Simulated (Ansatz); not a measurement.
Basis sets compared for (LiF)4 ring (Li₄F₄). Charge 0, multiplicity 1. Geometry PBE-D4/def2-SVP. Ansatz on 4 threads of Arm Neoverse V1 on a shared host; times are rough, and most runs start from earlier orbitals.

```xyz
8

Li   -0.0972    2.1475   -0.0519
F     0.9552    1.6659    1.1747
Li    1.3847    0.1013    1.6354
F     1.1007   -1.5163    1.2515
Li    0.0984   -2.1474    0.0509
F    -0.9552   -1.6659   -1.1747
Li   -1.3859   -0.1014   -1.6343
F    -1.1007    1.5162   -1.2515
```

Binding counts from free atoms (Li doublet, F doublet) in the same basis, without a counterpoise term.

| level | functions | energy (Eh) | HOMO (eV) | LUMO (eV) | binding per atom (eV) | wall time |
| --- | --- | --- | --- | --- | --- | --- |
| PBE-D4/def2-SVP | 92 | -429.1484 | -6.99 | -0.79 | 3.99 | 1.1 s |
| PBE-D4/def2-TZVP | 180 | -429.6577 | -7.45 | -0.85 | 3.86 | 1.5 s |
| r2SCAN-D4/def2-TZVP | 180 | -429.9417 | -7.85 | -0.23 | 3.79 | 3.1 s |
| PBE0-D4/def2-SVP | 92 | -429.1651 | -9.01 | -0.26 | 3.85 | 1.2 s |
| PBE0-D4/def2-TZVP | 180 | -429.6683 | -9.42 | -0.26 | 3.73 | 1.9 s |

Question: Estimate the rows for PBE-D4/def2-TZVPD, r2SCAN-D4/def2-TZVPD, PBE0-D4/def2-TZVPD.

Answer: 
```json
{"level": "PBE-D4/def2-TZVPD", "functions": "228", "energy (Eh)": "-429.6641", "HOMO (eV)": "-7.49", "LUMO (eV)": "-0.86", "binding per atom (eV)": "3.86", "wall time": "2.6 s"}
{"level": "r2SCAN-D4/def2-TZVPD", "functions": "228", "energy (Eh)": "-429.9479", "HOMO (eV)": "-7.87", "LUMO (eV)": "-0.25", "binding per atom (eV)": "3.80", "wall time": "4.8 s"}
{"level": "PBE0-D4/def2-TZVPD", "functions": "228", "energy (Eh)": "-429.6739", "HOMO (eV)": "-9.45", "LUMO (eV)": "-0.29", "binding per atom (eV)": "3.73", "wall time": "4.1 s"}
```
